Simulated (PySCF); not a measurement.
C2H4BN3, SMILES NB1N=CC=N1. The structure is a stationary point at B3LYP-D3(BJ)/def2-SVP. The structure was generated by enumeration, and PubChem lists no compound with its InChIKey, so it may never have been made. Other conformers were not sampled.

Method: B3LYP-D3(BJ)/def2-SVP (PySCF).

Harmonic wavenumbers (cm⁻¹): 151, 314, 466, 576, 619, 677, 682, 795, 820, 878, 886, 897, 1002, 1135, 1311, 1327, 1442, 1615, 1644, 1685, 3085, 3099, 3592, 3701. Rotational constants (GHz): 8.043, 3.802, 2.582; symmetry number 2.

Q: Work out the zero-point energy and the ideal-gas rigid-rotor harmonic-oscillator thermochemistry at 298.15 K and 1 atm.

A: ZPE = ½ Σ hcν = ½ × 32399 cm⁻¹ = 193.79 kJ/mol. H − E(el) = 209.69 kJ/mol. Entropy in J/(mol K): translation 163.53, rotation 102.24, vibration 30.96, total 296.73. G − E(el) = 121.21 kJ/mol. Cp = 86.18 J/(mol K).
